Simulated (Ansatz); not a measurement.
Reaction (ligand exchange at the Si–O bond): `[SiH3]OBS` + `CNC` → `CN(C)[SiH3]` + `OBS`

Gas-phase electronic energies from Ansatz, PBE0-D4/def2-TZVP geometries. CCSD(T)/CBS adds triple-zeta CCSD(T) − MP2 to the extrapolated MP2 energy (def2 sets, frozen cores). Functionals use def2-TZVPP. B3LYP here is the variant with VWN-RPA as its local correlation; programs differ in this. One conformer a species, not always the lowest.

(1) Is it downhill or uphill in electronic energy at CCSD(T)/CBS, and by how much? (Estimate.)

(2) What do these levels give: CAM-B3LYP-D4, B3LYP, r2SCAN0, CAM-B3LYP, HF/CBS(def2), CCSD/CBS(def2)? (Estimate.)

Largest T1 diagnostic among the species: 0.013.

## Answers

(1) The calculation gave: Uphill: ΔE = +40.1 kJ/mol.

(2) The calculation gave: CAM-B3LYP-D4 41.9, B3LYP 43.9, r2SCAN0 39.7, CAM-B3LYP 43.3, HF/CBS(def2) 56.0, CCSD/CBS(def2) 42.3 kJ/mol.

From BLYP to BHLYP (50 % exact exchange), in def2-TZVPP and without D4, ΔE moves by +4.6 kJ/mol. In def2-TZVPP, CCSD(T) changes the Hartree–Fock value by −16.1 kJ/mol (the triples alone add −2.1 kJ/mol) and MP2 by −18.1 kJ/mol.
